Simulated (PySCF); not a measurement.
C₆H₈N₂, SMILES Nc1ccc(N)cc1.

Geometry: PBE0-D3(BJ)/def2-SVP. Other conformers were not sampled.

Two levels are set side by side: PBE/def2-TZVP (PySCF) and HF/def2-TZVP (PySCF). Same geometry, gas phase. Differences are taken from unrounded values.

```
quantity                        HF
---------------------------  -----
orbital gap (eV)             10.47
highest occupied level (eV)  -7.08
lowest empty level (eV)       3.39
```

Question: What does PBE give, and how far is it from HF? (An estimate is asked for; the answer gives what the named calculation found.)

Answer: 
| quantity | PBE | PBE minus HF |
|---|---|---|
| orbital gap (eV) | 3.22 | -7.25 |
| highest occupied level (eV) | -4.07 | 3.01 |
| lowest empty level (eV) | -0.85 | -4.24 |

Without exact exchange PBE keeps part of each electron's self-repulsion, which lifts occupied levels and narrows the gap. Differences between two approximate levels are no errors against the true value.

Rough cost on one machine, each run with all the roots and properties that it gave: HF against PBE about 1/6.
